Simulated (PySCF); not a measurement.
B (SMILES [B-]), charge -1, triplet (in this run its highest filled SCF level lies above zero, so its values depend strongly on the basis, on diffuse functions most of all). Base run: TPSS/pcseg-1 (PySCF).

Input for PySCF:
```python
from pyscf import gto, scf, dft

mol = gto.Mole()
mol.atom = '''
    B     0.000000    0.000000    0.000000
'''
mol.basis = 'pcseg-1'
mol.charge = -1
mol.spin = 2
mol.verbose = 4
mol.build()

mf = dft.UKS(mol)
mf.xc = 'tpss'
mf.kernel()
```

Each row names what was changed in the base input (with any setting that the change needs).

```csv
change,ΔE vs base (µEh),grid points,electrons on the grid
base,0.0,14048,6.00000
grids.level = 7,0.2,86496,6.00000
grids.level = 5,0.2,43160,6.00000
"grids.atom_grid = (99, 590)",0.2,30984,6.00000
grids.level = 0,7644,1088,5.99768
grids.level = 2,0.7,11208,6.00000
"grids.atom_grid = (150, 974)",0.2,78024,6.00000
grids.prune = off,0.0,22656,6.00000
grids.level = 1,10.5,5184,6.00000
grids.level = 4,0.2,28104,6.00000
"grids.atom_grid = (75, 302)",0.0,14048,6.00000
```

Open shells are given as the SCF converged; they aren't shown to be the lowest states, and a large step between rows can be another state.
